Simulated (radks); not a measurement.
Spherical quantum dot in the effective-mass picture: electrons in a parabolic well V = omega^2 r^2 / 2 with omega = 2.73, all in effective atomic units (hartree* = m*/eps^2 hartree, bohr* = eps/m* bohr), one dielectric constant everywhere. Method: non-relativistic Kohn-Sham, LDA (Slater exchange, Perdew-Wang correlation), spin-polarised, spherical densities; computed with a radial shooting solver with Libxc functionals. Levels are named by radial order and angular momentum (1s, 1p, 1d, 2s, ...), and open shells are averaged over m.

N = 23, configuration 1s2 1p6 1d10 2s2 1f(up 3, down 0). This is the lowest configuration that the search found. Occupied and some empty levels:

level    occupation  eigenvalue (hartree*)  <r> (bohr*)
1s up             1                 21.955       0.9177
1s down           1                 21.991       0.9114
1p up             3                 23.482        1.167
1p down           3                 23.538        1.163
1d up             5                 25.158        1.348
1d down           5                 25.226        1.346
2s up             1                 25.422        1.197
2s down           1                 25.472        1.199
1f up             3                 26.964        1.493
1f down           0                 27.037        1.493
2p up             0                 27.365        1.353
2p down           0                 27.414        1.354
1g up             0                 28.884        1.617
1g down           0                 28.958        1.618
2d up             0                 29.380        1.495
2d down           0                 29.429        1.497

Energy (hartree*): total 387.575, kinetic 66.827, external 151.81, Hartree 186.72, exchange-correlation -17.780.

Electron density:

r (bohr*)  n(r) (e/bohr*^3)
0.0532                1.914
0.187                 1.813
0.321                 1.642
0.455                 1.470
0.588                 1.358
0.722                 1.324
0.856                 1.339
0.990                 1.346
1.12                  1.290
1.26                  1.143
1.39                 0.9213
1.52                 0.6683
1.66                 0.4349
1.79                 0.2512
1.93                 0.1289
2.06                0.05860
2.19                0.02364
2.33               0.008524
2.46               0.002713
2.60              0.0007672
